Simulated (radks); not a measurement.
Values are calculated unless marked as measured or tabulated.
Question: Level of theory: scalar-relativistic Kohn-Sham, r2SCAN, spin-unpolarised, spherical densities, finite nucleus; meta-GGA in the generalised Kohn-Sham scheme; Fermi nuclear charge, rms radius of each element as measured or else 0.836 A^(1/3) + 0.57 fm (a radial shooting solver on a logarithmic mesh with Libxc functionals). Each species is in its NIST ground configuration. Rank Sc, K, Ge, Ni, Kr, Mn, Co, As, Ti, Br, Fe, V, Cu, Se, Cr, Ga, Ca, Zn by mean radius of the outermost orbital (bohr), largest first.

Answer: K 5.20, Ca 4.08, Sc 3.76, Ti 3.54, Cr 3.46, V 3.37, Ga 3.33, Mn 3.10, Fe 2.99, Cu 2.95, Co 2.89, Ge 2.85, Ni 2.80, Zn 2.65, As 2.53, Se 2.28, Br 2.09, Kr 1.93.
